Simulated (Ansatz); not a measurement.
Consider the formal exchange of groups at the Al–Si bond: `[CH3][AlH][SiH2]S` + `FCCCCl` → `[CH3][AlH][CH2]CCl` + `FC[SiH2]S`.

Computed with Ansatz on PBE0-D4/def2-TZVP structures; ΔE is electronic, products minus reactants. CCSD(T)/CBS adds triple-zeta CCSD(T) − MP2 to the extrapolated MP2 energy (def2 sets, frozen cores). DFT in def2-TZVPP. B3LYP here is the variant with VWN-RPA as its local correlation; programs differ in this. Each species was taken in one conformer, which may not be the lowest.

(1) Is it downhill or uphill in electronic energy at CCSD(T)/CBS, and by how much? (Estimate.)

(2) What do these levels give: r2SCAN-D4, B3LYP-D4, ωB97M-V, B2PLYP, PBE, r2SCAN, B3LYP, HF/def2-TZVPP, MP2/def2-TZVPP, HF/CBS(def2), MP2/CBS(def2), CCSD/CBS(def2)? (Estimate.)

Largest T1 diagnostic among the species: 0.011.

## Answers

(1) Ansatz gave: Uphill: ΔE = +5.6 kJ/mol.

(2) Computed: r2SCAN-D4 3.2, B3LYP-D4 1.4, ωB97M-V -2.8, B2PLYP 1.8, PBE 9.8, r2SCAN 3.4, B3LYP 2.2, HF/def2-TZVPP 11.0, MP2/def2-TZVPP 0.8, HF/CBS(def2) 9.5, MP2/CBS(def2) -2.0, CCSD/CBS(def2) 6.3 kJ/mol.
